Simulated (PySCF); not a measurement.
A structure optimised at B3LYP-D3(BJ)/def2-SVP, used in a PySCF frequency run:

```xyz
12

C      3.0377     0.0525     0.4220
C      1.9014    -0.5549     0.0724
C      0.7089     0.1428    -0.5208
C     -0.5314    -0.0243     0.3419
F     -0.8348    -1.3475     0.4713
Cl    -1.9411     0.8292    -0.3928
H      3.8758    -0.5056     0.8478
H      3.1763     1.1305     0.2874
H      1.7939    -1.6351     0.2223
H      0.9033     1.2182    -0.6486
H      0.4674    -0.2735    -1.5143
H     -0.4051     0.4009     1.3486
```
Charge 0, spin multiplicity 1.

Write its SMILES and formula.

C=CC[C@H](F)Cl, C4H6ClF

What are its rotational constants (standard atomic weights)?

6.3768, 1.4010, 1.2066 GHz
